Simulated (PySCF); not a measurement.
C₃H₉Sb (SMILES [CH3][Sb]([CH3])[CH3]), singlet, geometry from GFN2-xTB (core potentials on Sb); DF-PBE0/def2-SVP run with PySCF.

Input for PySCF:
```python
from pyscf import gto, scf, dft

mol = gto.Mole()
mol.atom = '''
    Sb   -0.006738    0.007403    0.431424
    C     0.192544   -1.823265   -0.714740
    H     1.117611   -2.323686   -0.452256
    H     0.198144   -1.591922   -1.774437
    H    -0.636971   -2.486204   -0.496815
    C     1.489217    1.049401   -0.743781
    H     2.476040    0.671277   -0.502375
    H     1.458237    2.110237   -0.523020
    H     1.295101    0.897088   -1.800014
    C    -1.646684    0.735326   -0.787370
    H    -2.551984    0.187230   -0.552656
    H    -1.408723    0.601973   -1.837180
    H    -1.814271    1.787682   -0.588540
'''
mol.basis = 'def2-svp'
mol.ecp = {'Sb': 'def2-svp'}
mol.charge = 0
mol.spin = 0
mol.verbose = 4
mol.build()

mf = dft.RKS(mol)
mf.xc = 'pbe0'
mf = mf.density_fit(auxbasis='def2-universal-jkfit')
mf.kernel()
mf.analyze()
```

Question: Predict the main parts of the log of this PySCF run.

Answer: 
```
PySCF version 2.14.0

[INPUT] verbose = 4
[INPUT] num. atoms = 13
[INPUT] num. electrons = 50
[INPUT] charge = 0
[INPUT] spin (= nelec alpha-beta = 2S) = 0
[INPUT] symmetry False subgroup None
[INPUT] Mole.unit = angstrom
[INPUT] Symbol           X                Y                Z      unit          X                Y                Z       unit  Magmom
[INPUT]  1 Sb    -0.006738000000   0.007403000000   0.431424000000 AA   -0.012732974627   0.013989642500   0.815273203564 Bohr   0.0
[INPUT]  2 C      0.192544000000  -1.823265000000  -0.714740000000 AA    0.363855426928  -3.445471502505  -1.350662850272 Bohr   0.0
[INPUT]  3 H      1.117611000000  -2.323686000000  -0.452256000000 AA    2.111978703801  -4.391130139486  -0.854639978191 Bohr   0.0
[INPUT]  4 H      0.198144000000  -1.591922000000  -1.774437000000 AA    0.374437893226  -3.008296591670  -3.353199955295 Bohr   0.0
[INPUT]  5 H     -0.636971000000  -2.486204000000  -0.496815000000 AA   -1.203700739290  -4.698244649798  -0.938844284576 Bohr   0.0
[INPUT]  6 C      1.489217000000   1.049401000000  -0.743781000000 AA    2.814212270046   1.983080484845  -1.405542386655 Bohr   0.0
[INPUT]  7 H      2.476040000000   0.671277000000  -0.502375000000 AA    4.679037473468   1.268529683720  -0.949351161828 Bohr   0.0
[INPUT]  8 H      1.458237000000   2.110237000000  -0.523020000000 AA    2.755668554707   3.987769987924  -0.988364557670 Bohr   0.0
[INPUT]  9 H      1.295101000000   0.897088000000  -1.800014000000 AA    2.447386193650   1.695250629634  -3.401533480383 Bohr   0.0
[INPUT] 10 C     -1.646684000000   0.735326000000  -0.787370000000 AA   -3.111781773703   1.389564752272  -1.487913658699 Bohr   0.0
[INPUT] 11 H     -2.551984000000   0.187230000000  -0.552656000000 AA   -4.822550834272   0.353813422302  -1.044368481098 Bohr   0.0
[INPUT] 12 H     -1.408723000000   0.601973000000  -1.837180000000 AA   -2.662100655376   1.137564104383  -3.471767041528 Bohr   0.0
[INPUT] 13 H     -1.814271000000   1.787682000000  -0.588540000000 AA   -3.428475305741   3.378229377815  -1.112179413352 Bohr   0.0

nuclear repulsion = 208.352819376166
number of shells = 55
number of NR pGTOs = 196
number of NR cGTOs = 113
basis = def2-svp
ecp = {'Sb': 'def2-svp'}

******** <class 'pyscf.df.df_jk.DFRKS'> ********
method = DFRKS
initial guess = minao
damping factor = 0
level_shift factor = 0
DIIS = <class 'pyscf.scf.diis.CDIIS'>
diis_start_cycle = 1
diis_space = 8
diis_damp = 0
SCF conv_tol = 1e-09
SCF conv_tol_grad = None
SCF max_cycles = 50
direct_scf = False
XC library pyscf.dft.libxc version 7.1.2
    S. Lehtola, C. Steigemann, M. J. T. Oliveira, and M. A. L. Marques,  SoftwareX 7, 1–5 (2018)
XC functionals = pbe0
    C. Adamo and V. Barone,  J. Chem. Phys. 110, 6158 (1999)
    M. Ernzerhof and G. E. Scuseria,  J. Chem. Phys. 110, 5029 (1999)
radial grids:
    Treutler-Ahlrichs [JCP 102, 346 (1995); DOI:10.1063/1.469408] (M4) radial grids

becke partition: Becke, JCP 88, 2547 (1988); DOI:10.1063/1.454033
pruning grids: <function nwchem_prune>
grids dens level: 3
symmetrized grids: False
atomic radii adjust function: <function treutler_atomic_radii_adjust>
small_rho_cutoff = 0
Set gradient conv threshold to 3.16228e-05
Initial guess from minao.
tot grids = 152584
******** <class 'pyscf.df.df.DF'> ********
auxbasis = def2-universal-jkfit
init E= -334.209733982154
  HOMO = -0.768371816825037  LUMO = -0.57770367682615  gap/eV = 5.18834
cycle= 1 E= -357.900914152644  delta_E= -23.7  |g|= 2.72  |ddm|= 10.7
  HOMO = 0.0502002712115477  LUMO = 0.106926822833411  gap/eV = 1.54361
cycle= 2 E= -356.689030273579  delta_E= 1.21  |g|= 3.07  |ddm|= 19.4
  HOMO = -0.247533955784457  LUMO = -0.0107158227350343  gap/eV = 6.44415
cycle= 3 E= -359.662991558687  delta_E= -2.97  |g|= 0.437  |ddm|= 18.1
  HOMO = -0.22183599555475  LUMO = 0.0239152578057482  gap/eV = 6.68723
cycle= 4 E= -359.707369376683  delta_E= -0.0444  |g|= 0.32  |ddm|= 1.02
  HOMO = -0.225886969927611  LUMO = 0.0295329448723195  gap/eV = 6.95033
cycle= 5 E= -359.737553917549  delta_E= -0.0302  |g|= 0.066  |ddm|= 0.385
  HOMO = -0.23544892347957  LUMO = 0.0220391525397297  gap/eV = 7.00661
cycle= 6 E= -359.738710892759  delta_E= -0.00116  |g|= 0.00764  |ddm|= 0.077
  HOMO = -0.23596901937495  LUMO = 0.0220813224963663  gap/eV = 7.02191
cycle= 7 E= -359.738726156953  delta_E= -1.53e-05  |g|= 0.00143  |ddm|= 0.00969
  HOMO = -0.235721230854089  LUMO = 0.0222821842415211  gap/eV = 7.02063
cycle= 8 E= -359.738726943712  delta_E= -7.87e-07  |g|= 0.000189  |ddm|= 0.00268
  HOMO = -0.235722781246604  LUMO = 0.0222791333929318  gap/eV = 7.02059
cycle= 9 E= -359.73872695469  delta_E= -1.1e-08  |g|= 4.04e-05  |ddm|= 0.000284
  HOMO = -0.235726249061441  LUMO = 0.0222779202125595  gap/eV = 7.02065
cycle= 10 E= -359.738726955217  delta_E= -5.27e-10  |g|= 6.72e-06  |ddm|= 9.1e-05
  HOMO = -0.235726581775825  LUMO = 0.0222776054945298  gap/eV = 7.02065
Extra cycle  E= -359.738726955222  delta_E= -5.57e-12  |g|= 6.63e-06  |ddm|= 1.84e-05
converged SCF energy = -359.738726955222
**** SCF Summaries ****
Total Energy =                        -359.738726955222091
Nuclear Repulsion Energy =             208.352819376166423
One-electron Energy =                 -993.953046134529131
Two-electron Energy =                  425.861499803140646
Two-electron Coulomb Energy =          464.742498919330899
DFT Exchange-Correlation Energy =      -38.880999116190281
HOMO-LUMO gap [eV] =                     7.020651534590004
**** MO energy ****
MO #1   energy= -10.222274096282   occ= 2
MO #2   energy= -10.2222739238219  occ= 2
MO #3   energy= -10.222238133746   occ= 2
MO #4   energy= -5.73825822179112  occ= 2
MO #5   energy= -3.95818495134222  occ= 2
MO #6   energy= -3.95818443913573  occ= 2
MO #7   energy= -3.95206896439103  occ= 2
MO #8   energy= -1.29746504567057  occ= 2
MO #9   energy= -1.29746463313563  occ= 2
MO #10  energy= -1.29218127612751  occ= 2
MO #11  energy= -1.2921798089139   occ= 2
MO #12  energy= -1.28920758181849  occ= 2
MO #13  energy= -0.729043918264004 occ= 2
MO #14  energy= -0.68824708960778  occ= 2
MO #15  energy= -0.688246733865818 occ= 2
MO #16  energy= -0.5121447930147   occ= 2
MO #17  energy= -0.430331481599131 occ= 2
MO #18  energy= -0.419370067549038 occ= 2
MO #19  energy= -0.419369373779938 occ= 2
MO #20  energy= -0.403313915097423 occ= 2
MO #21  energy= -0.403313078417604 occ= 2
MO #22  energy= -0.399095080815657 occ= 2
MO #23  energy= -0.299142672552848 occ= 2
MO #24  energy= -0.299142403935044 occ= 2
MO #25  energy= -0.235726581775825 occ= 2
MO #26  energy= 0.0222776054945298 occ= 0
MO #27  energy= 0.0222784811190607 occ= 0
MO #28  energy= 0.0661722476059534 occ= 0
MO #29  energy= 0.10118536221646   occ= 0
MO #30  energy= 0.121879402528348  occ= 0
MO #31  energy= 0.134290451432159  occ= 0
MO #32  energy= 0.134292346460376  occ= 0
MO #33  energy= 0.13902332970006   occ= 0
Dipole moment(X, Y, Z, Debye):  0.00949, -0.01051, -0.61050
```
